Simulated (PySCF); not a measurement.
# Converging HgI in the basis (PBE0)

PySCF, UKS reference; doublet, unpaired electrons σ ↑; De to Hg + I without counterpoise correction.

| basis | relativity | functions | Re (Å) | ωe (cm⁻¹) | De (eV) | μ (D) |
| --- | --- | --- | --- | --- | --- | --- |
| def2-SVP | scalar-relativistic core potentials | 58 | 2.826 | 113 | 0.55 | -2.45 |
| cc-pVDZ-PP | scalar-relativistic core potentials | 61 | 2.780 | 125 | 0.64 | -2.14 |
| def2-TZVPP | scalar-relativistic core potentials | 109 | 2.751 | 128 | 0.68 | -2.28 |

(1) How does each smaller set differ from the one with most functions, def2-TZVPP?

A positive dipole means Hg(−)I(+). These are scalar-relativistic numbers at best; spin–orbit coupling would shift them, the dissociation energy most. The state is the lowest determinant that a PBE0 search found; another state may lie lower at other levels.

Answers

(1) def2-SVP: +7.5 pm, -11.7 % in ωe, -0.13 eV in De; cc-pVDZ-PP: +2.9 pm, -2.3 % in ωe, -0.04 eV in De. All at PBE0; the set with most functions is neither the basis-set limit nor always the best.
